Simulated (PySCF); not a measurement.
# Orbital picture of DyCl

PBE at R = 2.468 Å; basis Dy x2c-TZVPall, Cl x2c-TZVPall; spin-free X2C with a Gaussian nucleus; PySCF 2.14. State: sextet, about 9.7 electrons in the 4f shell (Mulliken), real f orbitals that mix terms. Only the outer orbitals are listed, counted within each symmetry.

| spin | orbital | occ. | ε (eV) | on Dy (%) | main shells (%) |
| --- | --- | --- | --- | --- | --- |
| α | 3δ | 1 | -5.49 | 100 | 100 Dy f |
| α | 1φ | 1 | -5.37 | 100 | 100 Dy f |
| α | 18σ | 1 | -3.96 | 98 | 82 Dy s, 10 Dy d |
| α | 4δ | 0 | -1.99 | 100 | 99 Dy d |
| α | 4δ | 0 | -1.95 | 100 | 100 Dy d |
| α | 10π | 0 | -1.91 | 99 | 50 Dy d, 49 Dy p |
| β | 17σ | 1 | -3.51 | 100 | 68 Dy f, 31 Dy s |
| β | 3δ | 1 | -3.47 | 100 | 100 Dy f |
| β | 1φ | 1 | -3.38 | 100 | 100 Dy f |
| β | 18σ | 0 | -3.19 | 98 | 56 Dy s, 30 Dy f |
| β | 9π | 0 | -2.55 | 100 | 99 Dy f |
| β | 9π | 0 | -2.48 | 100 | 99 Dy f |

Task: Which are the highest filled and the lowest empty level, where do they sit, and how wide is the gap?

Result: Highest filled β 1φ at -3.38 eV (in %: 100 Dy f); lowest empty β 18σ at -3.19 eV (in %: 56 Dy s, 30 Dy f); the gap at PBE is 0.19 eV.

The bond order (Mayer) is 1.08, the ⟨S²⟩ is 8.756 and the charge on Dy (Mulliken, basis-dependent) is 0.40. The charge on Dy (Löwdin, basis-dependent) is 0.03 and the dipole moment (positive dipole means Dy(−)Cl(+)) is -3.70 D.

Spin–orbit coupling is left out. The state is the lowest single determinant that the PBE0 search found; with open d or f shells the true ground state can be another one.
